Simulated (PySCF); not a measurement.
## Basis and Hamiltonian dependence of the excitation energy of Te²⁺

Te²⁺ [Kr] 4d10 5s2 5p2 (3P) → Te²⁺ [Kr] 4d10 5s1 5p2 6s1 (5P). Calculated with PySCF 2.14 from differences of total energies of unrestricted determinants, without spin-orbit coupling. Values in eV.

```tsv
basis	Hamiltonian	functions	UHF	r2SCAN	PBE0	MP2 (valence)	CCSD(T) (valence)
aug-cc-pVDZ-PP with ECP28MDF	ECP	32	19.783	21.656	21.582	20.439	n/a
aug-cc-pwCVDZ-PP with ECP28MDF	ECP	48	19.750	21.622	21.553	20.490	20.650
aug-cc-pVTZ-PP with ECP28MDF	ECP	55	19.726	21.587	21.514	20.572	20.704
ANO-RCC-VTZP	spin-free X2C	68	27.912	28.693	28.532	28.652	n/a
aug-cc-pwCVTZ-PP with ECP28MDF	ECP	96	19.709	21.578	21.504	20.608	20.731
aug-cc-pVQZ-DK3	spin-free X2C	102	19.719	21.438	21.430	20.635	20.739
aug-cc-pwCVTZ-DK3	spin-free X2C	109	19.708	21.443	21.430	20.594	20.714
dyall-av2z	non-relativistic	130	18.575	20.219	20.267	19.330	19.453
```

Frozen in the all-electron rows: valence: [Kr] 4d10; with a core potential, the same shells as far as they lie outside it.

Non-relativistic rows lack the scalar-relativistic shift.
